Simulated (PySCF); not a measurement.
Continuum solvent and chemical shifts

Atoms are numbered as in `[CH3:1][O:2][CH2:3][C:4]([CH3:5])([CH3:6])[O:7][CH:8]([CH3:9])[CH3:10]`; H(Xn) means a hydrogen on atom n.

GIAO PBE0/pcSseg-1 in PySCF on one PBE0-D3(BJ)/def2-SVP conformer, non-relativistic, equivalent nuclei averaged. Solvents enter as an IEF-PCM continuum (cyclohexane with ε = 2.0, chloroform with ε = 4.7) around the gas-phase geometry. Shifts are referred to TMS computed in the same medium.

In cyclohexane, δ in ppm: C3 83.7, C4 74.3, C8 63.3, C1 59.6, C9/C10 26.3, C5/C6 23.6, H(C8) 3.59, H(C1) 3.38, H(C3) 2.86, H(C5)/H(C6) 1.09, H(C9)/H(C10) 1.04. Dipole moment 0.15 D.

(1) How does each δ change in the more polar medium?

(2) Which nuclei move most (in ppm), and what does the model miss?

Answers

(1) 
| atoms | environment | Δδ, chloroform |
| --- | --- | --- |
| C3 | sp3 CH2 bonded to O | +0.2 |
| C4 | fully substituted sp3 carbon bonded to O | +0.4 |
| C8 | sp3 CH bonded to O | +0.3 |
| C1 | methyl carbon bonded to O | +0.2 |
| C9/C10 | methyl carbon | +0.1 |
| C5/C6 | methyl carbon | +0.2 |
| H(C8) | hydrogen on an sp3 CH bonded to O | +0.07 |
| H(C1) | hydrogen on a methyl carbon bonded to O | +0.03 |
| H(C3) | hydrogen on an sp3 CH2 bonded to O | 0.00 |
| H(C5)/H(C6) | hydrogen on a methyl carbon | 0.00 |
| H(C9)/H(C10) | hydrogen on a methyl carbon | 0.00 |

Changes are relative to cyclohexane. The dipole moment becomes 0.19 D in chloroform.

(2) C4 (fully substituted sp3 carbon bonded to O, +0.4 ppm) and C8 (sp3 CH bonded to O, +0.3 ppm) in chloroform. A continuum only polarises the solute; specific hydrogen bonds, the anisotropy of aromatic solvents and changes of geometry or conformer are outside it.
